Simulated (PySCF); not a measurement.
TDDFT excited states: C6H10O2

Compound: 1-methylallyl acetate, C6H10O2.
InChI=1S/C6H10O2/c1-4-5(2)8-6(3)7/h4-5H,1H2,2-3H3/t5-/m1/s1

Theory: TDDFT B3LYP/def2-SVPD, vertical, gas phase, core orbitals frozen in the response (PySCF 2.14.0, density-fitted response routines). Isolated species at its PBE0-D3(BJ)/def2-SVP geometry (one conformer only). Torsions of this conformer, `[CH2:1]=[CH:2][C@@H:3]([CH3:4])[O:5][C:6]([CH3:7])=[O:8]`: C1–C2–C3–C4 112°, C2–C3–O5–C6 154°, C3–O5–C6–C7 180°.

Question: List the vertical singlet excitations with oscillator strengths and describe the spectrum.

Answer: 

```
state  E (eV)  λ (nm)       f  main configurations (H = HOMO, L = LUMO)
   S1    5.84   212.3  0.0012   H-1→L+1 (44%), H→L+1 (26%), H-1→L (17%)
   S2    6.70   185.0   0.012     H-1→L (50%), H→L (22%), H-1→L+1 (16%)
   S3    6.90   179.6   0.040     H→L+1 (37%), H-1→L+1 (25%), H→L (25%)
   S4    7.12   174.0   0.026                               H-2→L (80%)
   S5    7.25   171.1   0.059                H→L+2 (82%), H-1→L+2 (10%)
   S6    7.36   168.4   0.052                H-1→L+2 (68%), H→L+3 (18%)
   S7    7.47   166.0   0.336       H→L (29%), H-1→L (15%), H→L+1 (13%)
   S8    7.70   161.0   0.022                  H-3→L (71%), H→L+4 (10%)
   S9    7.77   159.6   0.048     H→L+3 (42%), H→L+4 (20%), H-3→L (12%)
  S10    7.80   159.0  0.0006     H→L+4 (44%), H→L+3 (15%), H→L+5 (11%)
```

Triplets, Tamm–Dancoff:

```
state  E (eV)  λ (nm)  main configurations (H = HOMO, L = LUMO)
   T1    4.44   279.0                    H→L (65%), H-1→L (21%)
   T2    5.34   232.3   H-1→L+1 (49%), H→L+1 (27%), H-1→L (15%)
   T3    6.08   203.9                H-2→L+1 (65%), H-2→L (20%)
   T4    6.65   186.4     H-1→L (59%), H→L (16%), H-1→L+1 (12%)
```

The lowest singlet lies at 5.84 eV (212 nm, ultraviolet) and is very weak; its leading configuration is HOMO-1→LUMO+1 (44%). The most intense listed level is S7 at 7.47 eV (166 nm, f = 0.336), 1.63 eV above S1. Löwdin shares by element: HOMO carbon 55% or more, oxygen 24% (atoms not listed hold the other 21%); LUMO carbon 65% or more, hydrogen 5% or more (atoms not listed hold the other 30%). Orbital energies (eV): HOMO-3 -9.37, HOMO-2 -8.53, HOMO-1 -7.82, HOMO -7.65, LUMO -0.43, LUMO+1 0.02, LUMO+2 0.43. Weighted by f, the mean energy of these states is 7.40 eV. The oscillator strengths of these states sum to 0.597; summed over the whole spectrum of an exact calculation they would give the number of electrons, 62 (Thomas–Reiche–Kuhn). All these states lie below the vertical ionisation energy of 9.66 eV (ΔSCF). The window holds the lowest 10 singlets.
